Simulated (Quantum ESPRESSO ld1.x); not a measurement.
The zirconium ion Zr2+, configuration [Ar] 3d10 4s1.5 4p6 4d2.5 (fractional occupations, a model configuration). All-electron calculation, non-relativistic Kohn-Sham, exchange-only LDA, spin-polarised, spherical densities, point nucleus; open shells are filled with parallel spins first; relativity is left out, which matters for an element this heavy. Program: ld1.x of Quantum ESPRESSO 7.5.

Unscreened Slater integrals over Kohn-Sham orbitals (eV). They are taken over the spin-up orbitals.

integral     value
F0(4d,4d)   12.596
F2(4d,4d)   6.2926
F4(4d,4d)   4.0864
F0(4d,4p)   14.576
F2(4d,4p)   6.9434
G1(4d,4p)   8.5130
G3(4d,4p)   5.1573
F0(4d,4s)   15.025
G2(4d,4s)   6.0012
F0(4d,3d)   17.171
F2(4d,3d)   2.7598
F4(4d,3d)   1.1486
G0(4d,3d)  0.88613
G2(4d,3d)  0.97450
G4(4d,3d)  0.72736
F0(4p,4p)   17.914
F2(4p,4p)   9.4058
F0(4p,4s)   18.782
G1(4p,4s)   12.752
F0(4p,3d)   23.296
F2(4p,3d)   5.2066
G1(4p,3d)   1.6798
G3(4p,3d)   1.6088
F0(4s,4s)   19.803
F0(4s,3d)   25.332
G2(4s,3d)   2.0170
F0(3d,3d)   54.922
F2(3d,3d)   26.895
F4(3d,3d)   17.050

Derived for the open shells (J is the average intra-shell exchange parameter used in DFT+U). 4d: Racah B = F2/49 - 5 F4/441 = 0.08209 eV, C = 35 F4/441 = 0.3243 eV, C/B = 3.95, F4/F2 = 0.649, J = (F2 + F4)/14 = 0.7414 eV.
